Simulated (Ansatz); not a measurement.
Relaxation of AsH7SiSn (10 atoms, charge 0, multiplicity 1), to a largest force component of 0.015 eV/Å in at most 40 steps.

Theory: Ansatz 0.2.0, RHF/def2-SVP.

```xyz
10
Properties=species:S:1:pos:R:3
Si -1.347 0.672 -0.822
As 0.694 -0.090 -1.431
Sn 1.086 -1.004 0.948
H -2.243 -0.403 -0.651
H -1.900 1.591 -1.915
H -1.290 1.491 0.420
H 1.410 1.282 -1.099
H 0.151 -2.396 1.220
H 0.713 0.247 2.176
H 2.808 -1.440 1.157
```

Task: Where does it end, and by what steps?

Result: It converged. The force dipped under the threshold on the way, but the program's further checks kept it going. After 7 steps the energy has fallen by 0.394 eV; H6 moved furthest, 0.28 Å.

```json
{"step": "0", "energy less start (eV)": "0.0000", "largest force component (eV/Å)": "2.790", "accepted": "yes"}
{"step": "1", "energy less start (eV)": "-0.2355", "largest force component (eV/Å)": "1.649", "accepted": "yes"}
{"step": "2", "energy less start (eV)": "-0.3011", "largest force component (eV/Å)": "0.586", "accepted": "yes"}
{"step": "3", "energy less start (eV)": "-0.3856", "largest force component (eV/Å)": "0.185", "accepted": "yes"}
{"step": "4", "energy less start (eV)": "-0.3924", "largest force component (eV/Å)": "0.046", "accepted": "yes"}
{"step": "5", "energy less start (eV)": "-0.3935", "largest force component (eV/Å)": "0.027", "accepted": "yes"}
{"step": "6", "energy less start (eV)": "-0.3940", "largest force component (eV/Å)": "0.007", "accepted": "yes"}
{"step": "7", "energy less start (eV)": "-0.3941", "largest force component (eV/Å)": "0.010", "accepted": "yes"}
```

```xyz
10
Properties=species:S:1:pos:R:3
Si -1.473 0.795 -0.886
As 0.695 -0.089 -1.331
Sn 1.224 -1.045 1.063
H -2.405 -0.348 -0.744
H -1.888 1.626 -2.039
H -1.529 1.615 0.347
H 1.423 1.217 -1.114
H 0.272 -2.445 1.297
H 0.884 0.083 2.303
H 2.881 -1.460 1.108
```

Run time: 35 s on 2 threads of Intel(R) Xeon(R) 6975P-C (Granite Rapids) (shared host), peak memory 0.28 GiB.
